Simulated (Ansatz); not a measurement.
Reaction (isomerisation): `CC[N]([AlH2])[SiH3]` → `C[NH][Al]([CH3])[SiH3]`

Isolated molecules relaxed with PBE0-D4/def2-TZVP in Ansatz; ΔE leaves out vibrations. CCSD(T)/CBS adds triple-zeta CCSD(T) − MP2 to the extrapolated MP2 energy (def2 sets, frozen cores). DFT in def2-TZVPP. One conformer a species, not always the lowest.

```csv
level,ΔE (kJ/mol),difference from CCSD(T)/CBS
PBE-D4,-17.7,-22.3
PBE0-D4,-10.8,-15.4
ωB97X-V,4.7,0.1
ωB97M-V,7.7,3.1
B2PLYP,1.8,-2.8
PBE,-24.0,-28.6
HF/def2-TZVPP,17.0,12.4
MP2/def2-TZVPP,14.3,9.7
SCS-MP2/def2-TZVPP,17.1,12.5
CCSD/def2-TZVPP,5.9,1.3
CCSD(T)/def2-TZVPP,5.3,0.7
HF/def2-QZVPP,18.7,14.1
MP2/def2-QZVPP,14.4,9.8
SCS-MP2/def2-QZVPP,16.9,12.3
MP2/CBS(def2),13.6,9.0
CCSD/CBS(def2),5.1,0.5
CCSD(T)/CBS,4.6,0
```

Largest T1 diagnostic among the species: 0.012.

The D4 term adds +10.2 kJ/mol with B3LYP and +5.1 kJ/mol with PBE0; it sums over pairs of atoms, weighted by their polarisabilities, and B3LYP, whose exchange is more repulsive, gets the larger term. From PBE to PBE0 (25 % exact exchange), in def2-TZVPP and without D4, ΔE moves by +8.1 kJ/mol.

CCSD(T)/CBS has its own doubt, a few kJ/mol and more with outer-core shells, so smaller differences from it don't rank the levels.

B3LYP here is the variant with VWN-RPA as its local correlation; programs differ in this.
